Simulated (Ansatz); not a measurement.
Total energies of Si9⁺ (the lowest doublet isomer of a short search) from Ansatz at PBE-D4/def2-TZVP, gas phase (1 Eh = 27.2114 eV = 2625.5 kJ/mol). The reference geometry is relaxed at PBE-D4/def2-SVP.

```xyz
9

Si    0.730    1.832    0.855
Si    1.148   -2.773    1.736
Si   -1.217    1.815   -0.844
Si    0.519    0.039   -1.087
Si   -0.250   -2.049   -0.058
Si   -1.300    0.169    1.005
Si    1.131    2.252   -1.628
Si   -1.916   -0.787   -1.267
Si    1.156   -0.497    1.287
```

| state | geometry | energy (Eh) |
| --- | --- | --- |
| charge 1 doublet | reference | -2603.96819 |
| charge 0 singlet | reference | -2604.21158 |
| charge 1 quartet | relaxed at PBE-D4/def2-SVP | -2603.96996 |

Task: Work out the vertical electron affinity, to the singlet.

Result: E(charge 1 doublet) − E(charge 0 singlet) = -2603.96819 − (-2604.21158) = 0.24339 Eh = 6.62 eV.

Task: Which of the charge 1 states is lowest, and how far above it are the others?

Result: The quartet, but by less than the method's error, so the order isn't settled. doublet: -2603.96819 − (-2603.96996) = 0.00177 Eh = 4.6 kJ/mol. The quartet differs in its bonds from the reference.

The structure comes from a short search, and lower isomers may exist.
